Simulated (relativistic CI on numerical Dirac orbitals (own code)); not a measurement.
## Mo13+: sensitivity of the levels to the model

Base calculation: Dirac-Coulomb-Breit CI, KLI orbitals optimised for each configuration, model QED (radiative potential, 1s self-energy scaled to tabulated hydrogen-like ionisation energies), unscaled Slater integrals.

Configurations in the expansion (outside the closed core [Ar]): 3d¹⁰4s, 3d¹⁰4p, 3d¹⁰4d, 3d¹⁰4f, 3d¹⁰5s, 3d¹⁰5p, 3d¹⁰5d, 3d¹⁰5f, 3d¹⁰6s, 3d¹⁰5g, 3d⁹4p², 3d⁹4s², 3d¹⁰6p, 3d⁸4s4p², 3d¹⁰6d, 3d¹⁰6f. Levels of other configurations are missing.

Variants: (1) P86 correlation estimate; (2) QED terms removed; (3) non-relativistic limit. Shifts of the energy above 3d¹⁰4s ²S1/2, in cm⁻¹, for the lowest level and the first level of each name with at least 55 % of one term (blank where a level changes its place among those of its configuration and J or its character, or is not in the variant):

| Level | Base | Δ(1) | Δ(2) | Δ(3) |
| --- | --- | --- | --- | --- |
| 3d¹⁰4s ²S1/2 | 0 | 0 | 0 | 0 |
| 3d¹⁰4p ²P°1/2 | 235876 | +664 | +785 | -9039 |
| 3d¹⁰4p ²P°3/2 | 267013 | +664 | +722 | -40176 |
| 3d¹⁰4d ²D3/2 | 648106 | +1172 | +783 | -43147 |
| 3d¹⁰4d ²D5/2 | 653265 | +1172 | +766 | -48306 |
| 3d¹⁰4f ²F°5/2 | 1030558 | +1038 | +751 | -45678 |
| 3d¹⁰4f ²F°7/2 | 1030600 | +1039 | +748 | -45720 |
| 3d¹⁰5s ²S1/2 | 1084180 | -1024 | +434 | -26263 |
| 3d¹⁰5p ²P°1/2 | 1186397 | -717 | +761 | -29522 |
| 3d¹⁰5p ²P°3/2 | 1199466 | -717 | +733 | -42590 |
| 3d¹⁰5d ²D3/2 | 1366338 | -463 | +762 | -43877 |
| 3d¹⁰5d ²D5/2 | 1368646 | -463 | +754 | -46186 |
| 3d¹⁰5f ²F°5/2 | 1533473 | -870 | +749 | -45307 |
| 3d¹⁰5f ²F°7/2 | 1533538 | -870 | +747 | -45372 |

At this charge energies of transitions that change n are usually good to better than 1 %, and those within a shell (Δn = 0) to a few per cent.

Ionisation energy from the two ground configurations alone: base 301.268 eV; P86 correlation estimate 301.622 eV; QED terms removed 301.361 eV. The NIST ASD value (measured) is 302.6 eV.

LS names give the leading component of a level, which can be under half, so a name can repeat, a term be missing and a line seem to break the LS rules.
